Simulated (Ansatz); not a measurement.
Calculated with Ansatz (gas phase, PBE0-D4/def2-TZVP geometries, no zero-point term in ΔE). CCSD(T)/CBS is the MP2 limit (def2-TZVPP, def2-QZVPP) plus CCSD(T) − MP2 in def2-TZVPP, frozen cores. Functionals use def2-TZVPP. HSE06 is defined as in plane-wave codes. def2 core potentials past Kr. For Hf, In outer-core shells are correlated without core-valence functions, which leaves a few kJ/mol of doubt a bond. One conformer a species, not always the lowest.

Reaction (substitution at a C–In bond): `[CH3][In]([CH3])[SH]` + `C[NH][Hf]([F])([F])[F]` → `C[N](C)[Hf]([F])([F])[F]` + `[CH3][InH][SH]`

Question: Is it downhill or uphill in electronic energy at CCSD(T)/CBS, and by how much? (An estimate is asked.)

Answer: Computed: Uphill: ΔE = +54.4 kJ/mol.

Question: What do these levels give: PBE-D4, BHLYP-D4, CAM-B3LYP-D4, HSE06, LC-ωPBE, HF/def2-TZVPP? (An estimate is asked.)

Answer: Ansatz gave: PBE-D4 46.7, BHLYP-D4 46.4, CAM-B3LYP-D4 45.3, HSE06 48.8, LC-ωPBE 49.8, HF/def2-TZVPP 46.1 kJ/mol.

Largest T1 diagnostic among the species: 0.015.

From BLYP to BHLYP (50 % exact exchange), in def2-TZVPP and without D4, ΔE moves by −4.1 kJ/mol. Leaving LDA and LC-ωPBE aside and taking each functional with its dispersion term where it has one, the values, not all of them listed here, spread over 13.3 kJ/mol, from B97M-V to B2PLYP. LDA lies −13.3 kJ/mol from PBE without D4. In def2-TZVPP, CCSD(T) changes the Hartree–Fock value by +3.5 kJ/mol (the triples alone add −0.2 kJ/mol) and MP2 by +8.7 kJ/mol.
